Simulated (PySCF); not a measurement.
Precursor series Zn Cl-OH. All species are isolated molecules in the gas phase. One relaxed conformer stands for each flexible species; it need not be the lowest.

The HOMO–LUMO gap from two functionals at the same geometries (TPSS-D3(BJ)/def2-SVP), both in PySCF: PBE-D3(BJ)/def2-TZVP and B3LYP-D3(BJ)/def2-TZVP. B3LYP has the VWN-RPA correlation part, as in Gaussian. 

```
species                               PBE-D3(BJ)/def2-TZVP (eV)  B3LYP-D3(BJ)/def2-TZVP (eV)
------------------------------------  -------------------------  ---------------------------
0 of 2 Cl replaced by OH ([Zn(Cl)2])                       5.04                         6.74
1 of 2 Cl replaced by OH                                   4.65                         6.54
2 of 2 Cl replaced by OH ([Zn(OH)2])                       4.72                         6.64
```

Over these rows, drawn at random from the members with no instability flagged (it was tested for open shells, ions and some series alone), PBE minus B3LYP-D3(BJ): mean -1.84 eV, from -1.93 eV to -1.70 eV.
